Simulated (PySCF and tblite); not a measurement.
Values are calculated unless marked as measured or tabulated.
2 diastereomers of C5H8FN, numbered alike:

```tsv
isomer	SMILES	descriptors (one enantiomer)
A	[CH3:1][C@@H:2]([F:3])[C@H:4]([CH3:5])[C:6]#[N:7]	2R, 4R
B	[CH3:1][C@H:2]([F:3])[C@H:4]([CH3:5])[C:6]#[N:7]	2S, 4R
```

Protocol: conformer search, at most 6 conformers an isomer, GFN2-xTB geometries, energies B3LYP/def2-SVP (IEF-PCM, dimethylsulfoxide) (D3(BJ) added where defined), GIAO shieldings WP04/pcSseg-1 (IEF-PCM, dimethylsulfoxide), weights at 298.15 K with GFN2-xTB thermal terms. Programs: PySCF with density fitting and tblite.

(1) What shifts does each isomer give (ppm)?

Shifts are unscaled: against experiment ¹³C can be off by 15 ppm or more and ¹H by 0.8 ppm.

Results:

(1) 
A: ¹H (against TMS): 5.03 (H2, 1H), 3.09 (H4, 1H), 1.67 (H1, 3H), 1.56 (H5, 3H). ¹³C (against TMS): 127.0 (C6), 100.0 (C2), 36.2 (C4), 22.7 (C1), 18.6 (C5).

B: ¹H (against TMS): 5.03 (H2, 1H), 2.98 (H4, 1H), 1.66 (H1, 3H), 1.60 (H5, 3H). ¹³C (against TMS): 127.0 (C6), 99.7 (C2), 36.5 (C4), 23.3 (C1), 19.2 (C5).
